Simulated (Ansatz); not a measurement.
Species: [Ga(H)3(CH3CN)] (charge 0, multiplicity 1).

Task: Give a relaxed geometry from PBE0-D3(BJ)/def2-SVP in Ansatz (a program for electronic structure).

Result: the end point of this relaxation.
Cartesian coordinates (Å) in one orientation:
```xyz
10

Ga     0.002     0.006     0.005
H     -1.410     0.586    -0.400
H      0.050    -1.202     1.022
H      1.198     0.174    -1.013
C      1.254     3.432     3.028
C      0.872     2.386     2.105
N      0.567     1.553     1.370
H      0.754     4.372     2.754
H      2.343     3.580     2.994
H      0.961     3.153     4.050
```
